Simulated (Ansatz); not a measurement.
Consider the stannylene formation by 1,1-elimination: `C[O][SnH]([Cl])[Cl]` → `C[O][Sn][Cl]` + HCl.

Calculated with Ansatz (gas phase, PBE0-D4/def2-TZVP geometries, no zero-point term in ΔE). CCSD(T)/CBS is the MP2 limit (def2-TZVPP, def2-QZVPP) plus CCSD(T) − MP2 in def2-TZVPP, frozen cores. This one scheme is used for every species. Functionals use def2-TZVPP. B3LYP here is the variant with VWN-RPA as its local correlation; programs differ in this. def2 core potentials past Kr. For Sn outer-core shells are correlated without core-valence functions, which leaves a few kJ/mol of doubt a bond. One conformer a species, not always the lowest.

`C[O][SnH]([Cl])[Cl]`:

Z-matrix (Å, degrees):
```
C
O 1 1.414
H 1 1.096 2 111.9
H 1 1.096 2 112.0 3 122.4
H 1 1.092 2 107.4 3 -118.8
Sn 2 1.935 1 120.8 3 -61.3
Cl 6 2.312 2 107.7 1 56.9
Cl 6 2.312 2 107.7 1 -57.1
H 6 1.688 2 109.9 1 179.9
```

`C[O][Sn][Cl]`:

```xyz
7

C    -0.627    0.623    0.149
O    -0.717   -0.677   -0.378
Sn    0.644   -2.045   -0.707
Cl    2.556   -0.841    0.064
H    -1.260    0.701    1.039
H     0.397    0.895    0.424
H    -0.992    1.344   -0.591
```

HCl:

Z-matrix (Å, degrees):
```
Cl
H 1 1.279
```

**Question.** Is it downhill or uphill in electronic energy at CCSD(T)/CBS, and by how much? (An estimate is asked.)

**Answer.** The calculation gave: Uphill: ΔE = +44.3 kJ/mol.

**Question.** What do these levels give: B3LYP-D4, BLYP, SCS-MP2/def2-TZVPP, HF/def2-QZVPP, MP2/def2-QZVPP, MP2/CBS(def2)? (Estimate.)

**Answer.** Computed: B3LYP-D4 18.8, BLYP -12.6, SCS-MP2/def2-TZVPP 34.9, HF/def2-QZVPP 51.2, MP2/def2-QZVPP 40.2, MP2/CBS(def2) 40.6 kJ/mol.

Largest T1 diagnostic among the species: 0.017.

The D4 term adds +11.0 kJ/mol with B3LYP and +6.3 kJ/mol with PBE0; it sums over pairs of atoms, weighted by their polarisabilities, and B3LYP, whose exchange is more repulsive, gets the larger term. In def2-TZVPP, CCSD(T) changes the Hartree–Fock value by −7.7 kJ/mol (the triples alone add +1.2 kJ/mol) and MP2 by −11.4 kJ/mol.
